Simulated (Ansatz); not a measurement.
`[OH][Nb]([F])([F])([F])[Cl]` and `[OH][Nb]([OH])([F])([F])[F]` differ in one atom or group.

Ansatz, PBE0-D4/def2-TZVP geometries, multiplicity 1. Each molecule was computed in one conformer, which needn't be the lowest.

Elements past krypton have def2 core potentials.

| property | `[OH][Nb]([F])([F])([F])[Cl]` |
| --- | --- |
| LUMO energy (PBE0/def2-TZVPP) / eV | -3.00 |
| HOMO–LUMO gap (ωB97M-V/def2-TZVPP) / eV | 10.63 |
| size of the dipole moment (PBE/def2-TZVPP) / D | 3.66 |
| size of the dipole moment (B3LYP/def2-TZVPP) / D | 3.67 |
| HOMO energy (B3LYP/def2-TZVPP) / eV | -8.96 |
| HOMO–LUMO gap (PBE0/def2-TZVPP) / eV | 6.24 |

Q: Give the same properties after the change, and the shifts. (An estimate is asked.)

A: The calculation gave: 
```csv
property,`[OH][Nb]([OH])([F])([F])[F]`,shift
LUMO energy (PBE0/def2-TZVPP) / eV,-2.33,0.67
HOMO–LUMO gap (ωB97M-V/def2-TZVPP) / eV,12.55,1.92
size of the dipole moment (PBE/def2-TZVPP) / D,4.37,0.71
size of the dipole moment (B3LYP/def2-TZVPP) / D,4.53,0.86
HOMO energy (B3LYP/def2-TZVPP) / eV,-9.95,-0.99
HOMO–LUMO gap (PBE0/def2-TZVPP) / eV,7.89,1.65
```

With PBE0 the HOMO falls by 0.99 eV and the LUMO rises by 0.67 eV, so the gap widens by about 1.66 eV. PBE moves the HOMO by -0.61 eV and ωB97M-V by -1.21 eV. The zero-point energy changes by 31.4 kJ/mol with +3 modes. Dipoles are sizes alone; their direction can turn.

B3LYP here is the variant with VWN-RPA as its local correlation; programs differ in this.
